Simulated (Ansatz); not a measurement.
Reaction (isomerisation): `O[SiH2]CS` → `C[SiH](O)S`

Program: Ansatz. Geometries: PBE0-D4/def2-TZVP. ΔE: electronic, gas phase. CBS: MP2 limit from def2 TZ/QZ plus the TZ coupled-cluster correction, frozen cores. DFT in def2-TZVPP. B3LYP here is the variant with VWN-RPA as its local correlation; programs differ in this. HSE06 is defined as in plane-wave codes. Each species was taken in one conformer, which may not be the lowest.

`O[SiH2]CS`:

Cartesian coordinates in Å:
```
O -0.824 1.231 -1.264
Si 0.275 0.985 -0.067
C -0.185 -0.557 0.898
S -0.332 -1.950 -0.261
H -1.067 0.435 -1.746
H 0.256 2.204 0.778
H 1.648 0.764 -0.604
H -1.181 -0.440 1.331
H 0.503 -0.801 1.710
H 0.907 -1.871 -0.775
```

`C[SiH](O)S`:

Cartesian coordinates in Å:
```
C 1.349 -0.264 -0.124
Si -0.393 0.322 -0.352
O -0.652 1.434 0.835
S -1.828 -1.266 -0.287
H 1.618 -0.979 -0.903
H 2.040 0.581 -0.170
H 1.469 -0.748 0.848
H -0.626 0.897 -1.703
H -1.551 1.748 0.944
H -1.426 -1.725 0.911
```

Is it downhill or uphill in electronic energy at CCSD(T)/CBS, and by how much? (Best estimate.)

Computed: Downhill: ΔE = -30.7 kcal/mol.

What do these levels give: B97M-V, PBE0-D4, B3LYP, HSE06, BHLYP, CAM-B3LYP, RPA@PBE/def2-TZVPP, MP2/def2-SVP, CCSD/def2-SVP, HF/def2-TZVPP, MP2/def2-TZVPP, MP2/def2-QZVPP? (Estimate.)

Computed: B97M-V -32.5, PBE0-D4 -31.2, B3LYP -30.8, HSE06 -31.3, BHLYP -31.2, CAM-B3LYP -30.8, RPA@PBE/def2-TZVPP -28.7, MP2/def2-SVP -30.2, CCSD/def2-SVP -29.3, HF/def2-TZVPP -31.1, MP2/def2-TZVPP -31.3, MP2/def2-QZVPP -31.5 kcal/mol.

Largest T1 diagnostic among the species: 0.011.

From BLYP to BHLYP (50 % exact exchange), in def2-TZVPP and without D4, ΔE moves by −0.8 kcal/mol. Leaving LDA and LC-ωPBE aside and taking each functional with its dispersion term where it has one, the values, not all of them listed here, spread over 2.6 kcal/mol, from B97M-V to BLYP-D4. At CCSD(T), def2-SVP lies +1.7 kcal/mol from the extrapolated value and def2-TZVPP +0.2 kcal/mol.
